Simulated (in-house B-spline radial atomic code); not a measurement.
Configurations of Te⁴⁺, with energies counted from [Kr] 4d10 5s2. Computed with a B-spline radial code for spherical atoms: scalar-relativistic (X2C) SCAN, spin-polarised, spherical fractional occupations, Fermi nucleus of rms radius 4.7423 fm. Shells without spins written out take the highest spin.

Occupations are held fixed; configurations that lie above the ionisation limit could autoionise.

| configuration | E - E(ref) (eV) | highest orbital | its <r> (bohr) |
| --- | --- | --- | --- |
| [Kr] 4d10 5s1 6f1 | 46.601 | 6f up | 7.508 |
| [Ar] 3d10 4s2 4p5 4d10 5s2 5p1 | 121.71 | 5p up | 2.052 |
| [Ar] 3d10 4s2 4p(2 up, 3 down) 4d10 5s2 6s(1 up, 0 down) | 142.12 | 6s up | 3.6 |
| [Ar] 3d10 4s2 4p(3 up, 2 down) 4d10 5s2 6p(0 up, 1 down) | 146.47 | 6p down | 4.046 |
| [Ar] 3d10 4s2 4p5 4d10 5s2 5f1 | 153.33 | 5f up | 4.374 |
| [Ar] 3d9 4s2 4p6 4d10 5s2 6s1 | 602.65 | 6s up | 3.581 |
| [Ar] 3d(5 up, 4 down) 4s2 4p6 4d10 5s2 6p(0 up, 1 down) | 607.04 | 6p down | 4.027 |

(1) Order these further configurations by energy, lowest first.
A. [Kr] 4d9 5s2 5p1
B. [Ar] 3d9 4s2 4p6 4d10 5s2 6f1
C. [Kr] 4d(4 up, 5 down) 5s2 5f(1 up, 0 down)
D. [Ar] 3d9 4s2 4p6 4d10 4f1 5s2
E. [Kr] 4d9 4f1 5s2

(2) How far above the reference does [Kr] 4d10 5s1 5d1 lie?

(3) How far above the reference does [Ar] 3d9 4s2 4p6 4d10 5s2 6p1 lie?

Answers

(1) A (45.698 eV), E (66.778 eV), C (77.46 eV), D (603.3 eV), B (619.9 eV).

(2) 26.751 eV; its least bound orbital is 5d up with <r> = 2.753 bohr.

(3) 607.02 eV; its least bound orbital is 6p up with <r> = 4.024 bohr.
